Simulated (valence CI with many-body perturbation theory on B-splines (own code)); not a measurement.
Results of a calculation; reference values are marked as such.
# Basis-set convergence for Kr²¹⁺

Level of theory: relativistic CI+MBPT: five valence electrons over a frozen Dirac-Fock core [Ne], radial functions for each j: 9 s, 9 p, 8 d, 6 f, 3 g, 1 h, with the one-electron correlation potential Σ1, the two-electron term Σ2, the three-electron term Σ3, Breit, model QED; selected CI, second order for the rest, scaled by the run's own slope (own B-spline code, finite nucleus).

No measured levels were compared; by estimate levels of excited configurations hold to 0.05 to 0.15 % of their energy, terms of the ground configuration to about 0.5 %. Among the levels kept, up to 1600 cm⁻¹ of a level comes from second order outside the variational space, and about a tenth of that is noise between levels of different J, which matters for small intervals.

The reference run has the lowest level 3s²3p³ ⁴S°_3/2 and an ionisation energy of 936.880 eV. Its largest variational space holds 19997 state functions.

Names give the largest LS component (configuration and term), which can be under half, so a name can repeat, a term be missing and a line seem to break the LS rules; names also repeat where a configuration has a term twice. Letters in brackets count levels of one name in rising energy.

Changed runs:
A. basis 6 s, 6 p, 5 d, 3 f, 1 g
B. basis 5 s, 5 p, 4 d, 2 f

Excitation energies of the reference run in cm⁻¹, and shifts in cm⁻¹:

```tsv
Level	Reference	A	B
3s²3p³ ²D°_3/2	78301	+95	+369
3s²3p³ ²D°_5/2	107228	+144	+550
3s²3p³ ²P°_1/2	153343	+196	+687
3s²3p³ ²P°_3/2	216932	+154	+563
3s3p⁴ ⁴P_5/2	514167	-43	-107
3s3p⁴ ⁴P_3/2	565398	-45	-123
3s3p⁴ ⁴P_1/2	577725	-33	-53
3s3p⁴ ²D_3/2	639644	+102	+272
3s3p⁴ ²D_5/2	664680	+105	+314
3s²3p²3d ⁴F_3/2 [a]	714320	+262	+646
3s²3p²3d ⁴F_3/2 [b]	728582	+220	+469
3s3p⁴ ²S_1/2	728849	+197	+501
Ionisation energy (eV)	936.880	-0.031	-0.098
```
